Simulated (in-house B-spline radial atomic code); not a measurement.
Ionisation energies along the 29-electron series, configuration [Ar] 3d10 4s1, as differences of self-consistent energies. Dirac energy differences include first-order Breit, QED and recoil terms. NIST's values go from ground level to ground level; the uncertainty of those that are theory runs from under 0.1 % in few-electron ions to several per cent in heavy many-electron ones. Computed with an all-electron radial atomic-structure program (B-spline basis): Dirac-Hartree-Fock, average of the configuration, finite nuclei.

```
  ion  configuration after  ionisation energy (eV)  IE/(q+1)² (eV)  -ε less Coulomb ΔSCF (eV)  Breit and QED recoil part (eV)  tabulated value (eV)  computed minus tabulated (eV)
Dy37+            [Ar] 3d10                  1690.0          1.1704                    0.19125                         -1.9699                1691.7                             -2
Ho38+            [Ar] 3d10                  1772.8          1.1656                    0.19367                         -2.1077                1773.6                             -1
Er39+            [Ar] 3d10                  1857.7          1.1611                    0.19612                         -2.2523                1858.5                             -1
Tm40+            [Ar] 3d10                       ?               ?                          ?                               ?                     ?                              ?
Yb41+            [Ar] 3d10                  2034.0          1.1531                    0.20113                         -2.5627                2036.4                             -2
Lu42+            [Ar] 3d10                  2125.4          1.1495                    0.20369                         -2.7291                2125.5                              0
Hf43+            [Ar] 3d10                  2219.1          1.1462                     0.2063                         -2.9033                2218.9                              0
Ta44+            [Ar] 3d10                  2314.9          1.1432                    0.20896                         -3.0857                2314.7                              0
 W45+            [Ar] 3d10                  2413.0          1.1404                    0.21167                         -3.2764                2414.1                             -1
Re46+            [Ar] 3d10                  2513.4          1.1378                    0.21444                         -3.4757                2514.5                             -1
Os47+            [Ar] 3d10                  2616.1          1.1355                    0.21726                         -3.6838                2615.5                              1
Ir48+            [Ar] 3d10                  2721.1          1.1333                    0.22014                         -3.9013                2720.4                              1
Pt49+            [Ar] 3d10                       ?               ?                          ?                               ?                     ?                              ?
Au50+            [Ar] 3d10                  2938.3          1.1297                    0.22611                         -4.3651                  2941                             -3
Hg51+            [Ar] 3d10                  3050.4          1.1281                     0.2292                          -4.612                3049.9                              1
Tl52+            [Ar] 3d10                       ?               ?                          ?                               ?                     ?                              ?
Pb53+            [Ar] 3d10                  3282.1          1.1256                    0.23561                         -5.1377                3282.1                              0
Bi54+            [Ar] 3d10                  3401.8          1.1245                    0.23893                         -5.4174                3401.8                              0
```

Problem. Fill in the row of Tm40+.

Solution. ionisation energy (eV): 1944.8; IE/(q+1)² (eV): 1.1569; -ε less Coulomb ΔSCF (eV): 0.1986; Breit and QED recoil part (eV): -2.4039; tabulated value (eV): 1945.2; computed minus tabulated (eV): 0.

Problem. Fill in the row of Pt49+.

Solution. ionisation energy (eV): 2828.5; IE/(q+1)² (eV): 1.1314; -ε less Coulomb ΔSCF (eV): 0.22309; Breit and QED recoil part (eV): -4.1283; tabulated value (eV): 2827.8; computed minus tabulated (eV): 1.

Problem. Fill in the row of Tl52+.

Solution. ionisation energy (eV): 3165.1; IE/(q+1)² (eV): 1.1268; -ε less Coulomb ΔSCF (eV): 0.23236; Breit and QED recoil part (eV): -4.8695; tabulated value (eV): 3164.7; computed minus tabulated (eV): 0.

Problem. How far is this level of theory from the measured and semi-empirical values?

Solution. Over those 18 rows the differences run from -2.75 to +0.72 eV (mean absolute value 0.79 eV). The calculation leaves out correlation and, in open shells, the multiplet splittings that an average leaves out.
